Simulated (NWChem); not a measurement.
System meant: SiP2H6O; SMILES O[SiH](P)P

Input file for NWChem:

```
start job
memory heap 200 mb stack 900 mb global 1100 mb
geometry units angstroms noautoz
  Si     0.396278    -0.019167    -0.342057
  O      1.795843    -0.292114     0.527126
  P     -0.796179     1.809426     0.268627
  P     -0.903550    -1.810499     0.096431
  H      0.708703     0.161708    -1.796936
  H      2.496992     0.359821     0.430700
  H     -0.571078     1.596176     1.663080
  H      0.313577     2.700318     0.124087
  H     -1.801343    -1.488385    -0.968964
  H     -0.119001    -2.693216    -0.708441
end
basis spherical
  * library def2-svp
end
dft
  odft
  mult 2
  xc b3lyp
  iterations 150
  mulliken
end
task dft energy
```

End of the output:

```
 Summary of "ao basis" -> "" (spherical)
 ------------------------------------------------------------------------------
       Tag                 Description            Shells   Functions and Types
 ---------------- ------------------------------  ------  ---------------------
 *                          def2-svp                  on all atoms

                                 NWChem DFT Module
                                 -----------------

 Summary of "ao basis" -> "ao basis" (spherical)
 ------------------------------------------------------------------------------
       Tag                 Description            Shells   Functions and Types
 ---------------- ------------------------------  ------  ---------------------
 Si                         def2-svp                 8       18   4s3p1d
 O                          def2-svp                 6       14   3s2p1d
 P                          def2-svp                 8       18   4s3p1d
 H                          def2-svp                 3        5   2s1p

 Summary of "ao basis" -> "ao basis" (spherical)
 ------------------------------------------------------------------------------
       Tag                 Description            Shells   Functions and Types
 ---------------- ------------------------------  ------  ---------------------
 Si                         def2-svp                 8       18   4s3p1d
 O                          def2-svp                 6       14   3s2p1d
 P                          def2-svp                 8       18   4s3p1d
 H                          def2-svp                 3        5   2s1p

  number of electrons :                   58
  multiplicity        :                    2
 ------------------------------------------------------------------------
  no. of electrons and multiplicity not compatible                  58
 ------------------------------------------------------------------------
 ------------------------------------------------------------------------
  current input line :
    25: task dft energy
 ------------------------------------------------------------------------
 ------------------------------------------------------------------------
 There is an error in the input file
 ------------------------------------------------------------------------
 For more information see the NWChem manual at https://nwchemgit.github.io

0: no. of electrons and multiplicity not compatible:Received an Error in Communication
```

Question: Find the fault in this run and fix the input.

Answer: The program refused the input. Cause: the multiplicity doesn't fit the number of electrons (an even count wants an odd multiplicity, and the reverse). This input runs:
```
start job
memory heap 200 mb stack 900 mb global 1100 mb
geometry units angstroms noautoz
  Si     0.396278    -0.019167    -0.342057
  O      1.795843    -0.292114     0.527126
  P     -0.796179     1.809426     0.268627
  P     -0.903550    -1.810499     0.096431
  H      0.708703     0.161708    -1.796936
  H      2.496992     0.359821     0.430700
  H     -0.571078     1.596176     1.663080
  H      0.313577     2.700318     0.124087
  H     -1.801343    -1.488385    -0.968964
  H     -0.119001    -2.693216    -0.708441
end
basis spherical
  * library def2-svp
end
dft
  xc b3lyp
  iterations 150
  mulliken
end
task dft energy
```
It converges to -1050.76554 Ha (B3LYP/def2-SVP).
